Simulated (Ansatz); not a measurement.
**Pulling the pair apart**

The pair of Cl⁻ (SMILES [Cl-], atom 1) and AlF₃ (SMILES F[Al](F)F, atoms 2–5), both closed shells, in one local arrangement (a lower one may exist), relaxed at PBE0-D4/def2-TZVPD:

```xyz
5
angstrom
Cl -0.3949 0.1587 -2.0235
F 1.4320 -0.8996 0.3167
Al 0.0211 -0.0085 0.1079
F -1.2704 -0.7865 0.8530
F 0.2124 1.5359 0.7458
```

AlF₃ is shifted rigidly along the line between the mean atom positions of the two fragments (negative: closer). Counterpoise interaction energies in kcal/mol. Computed with Ansatz 0.2.0 (basis: def2-TZVPPD); correlated methods freeze the cores. B3LYP uses VWN-RPA correlation.

```tsv
shift (Å)	wB97M-V	B3LYP-D4	MP2
-0.22	-84.74	-82.83	-82.25
-0.11	-92.07	-90.34	-90.17
0.00	-94.17	-92.63	-92.69
0.11	-92.98	-91.65	-91.78
0.26	-88.16	-87.12	-87.19
0.54	-75.36	-74.86	-74.53
1.09	-51.66	-52.49	-50.89
2.18	-24.54	-26.40	-24.34
```

(1) What does CCSD(T) give at these shifts? (Judge from chemistry; the value comes from the calculation.)

T1 diagnostic: at most 0.014.

## Answers

(1) Computed: -82.93, -90.92, -93.49, -92.62, -88.06, -75.38, -51.55, -24.57 kcal/mol. For zero shift, CCSD(T) at an estimated basis limit (MP2 extrapolated from triple and quadruple zeta, plus CCSD(T) − MP2 in triple zeta) gives -95.58 kcal/mol. These are counterpoise interaction energies, counted from the two frozen fragments.

For scale, one of the runs: CCSD(T)/def2-TZVPPD, 219 basis functions, launched by `ansatz run in.yaml --threads 4 --pin off --events-out ev --progress --plain --max-ram 9574MiB`. The run took 97 s on 4 CPU threads of an Arm Neoverse V1 (shared host), with 3.4 GiB of host memory at its peak.
